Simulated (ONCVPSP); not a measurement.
## Potentials for Fe (Z = 26) compared

Generated with ld1.x 7.5 (TM, RRKJ, ultrasoft, PAW), atompaw 4.2 or ONCVPSP 4.0.1. The cutoff is in Ry: for ld1.x and atompaw files where the sum of valence levels is converged to 10 mRy in a Bessel basis, for ONCV files where the hardest occupied wave has 1 mHa per electron of residual kinetic energy. The error is the largest all-electron minus pseudo excitation energy over each file’s own four to seven test configurations (ionisations up to +4, promotions, holes and added fractions of an electron), all of which were solved. The labels leave out finer settings (local radius, basis sizes, second energies), which also bear on the numbers. Spin-polarised tests are not counted. The rows are a selection from randomly drawn settings: files with unsolved tests, undetermined cutoffs or missed reference levels are left out.

A true bound ghost makes a file unfit for plane-wave use even where its test errors are small: the radial tests pick states by their node count and pass the ghost by.

```tsv
potential	cutoff (Ry)	largest error (meV)	bound ghosts
ONCV, LDA (Perdew-Wang 92), scalar-relativistic, rc 1.95/0.90/1.50 (spd), local smoothed, core correction yes, reference 3p6 3d6 4s1.5, qcut 3.5/9.5/12.5, projectors 2/1/2	103	-73	s
ONCV, LDA (Perdew-Wang 92), scalar-relativistic, rc 1.30/1.25/0.95 (spd), local smoothed, core correction no, reference 3s2 3p6 3d6 4s0.5, qcut 8.9/13.5/19.6, projectors 2/2/1	236	+2.4	none
ONCV, BLYP, non-relativistic, rc 2.00/1.75/1.40 (spd), local smoothed, core correction no, reference 3d7 4s1, qcut 3.2/4.4/10.1, projectors 2/3/2	84	-77	p
ONCV, LDA (Perdew-Wang 92), fully relativistic, rc 1.00/0.85/1.30 (spd), local smoothed, core correction no, reference 3s2 3p6 3d6, qcut 9.7/8.7/13.9, projectors 3/2/2	131	+19	none
ONCV, PBE, scalar-relativistic, rc 2.65/2.35/1.60 (spd), local d, core correction yes, reference 3d6 4s2, qcut 2.9/4.1/9.9, projectors 1/2/0	77	-191	s
ONCV, PBE, scalar-relativistic, rc 1.30/0.85/1.90 (spd), local smoothed, core correction yes, reference 3s2 3p6 3d7 4s1, qcut 10.3/9.5/9.2, projectors 3/2/2	109	+275	none
ONCV, PBEsol, scalar-relativistic, rc 1.40/1.10/1.90 (spd), local smoothed, core correction no, reference 3s2 3p6 3d6 4s2, qcut 8.2/11.4/8.3, projectors 3/1/1	65	+14	none
ONCV, PW91, scalar-relativistic, rc 1.20/1.20/1.20 (spd), local smoothed, core correction no, reference 3s2 3p6 3d6 4s1, qcut 10.5/9.9/12.9, projectors 2/1/2	125	+27	none
```

Question: Fill in the row for Fe: ONCV, LDA (Perdew-Wang 92), scalar-relativistic, rc 1.45/1.25/1.85/1.50 (spdf), local smoothed, core correction yes, reference 3s2 3p6 3d6 4s2, qcut 11/10.7/7.3/8.1, projectors 2/1/3/2.

Answer: cutoff 69 Ry, largest error +121 meV, bound ghosts: d.
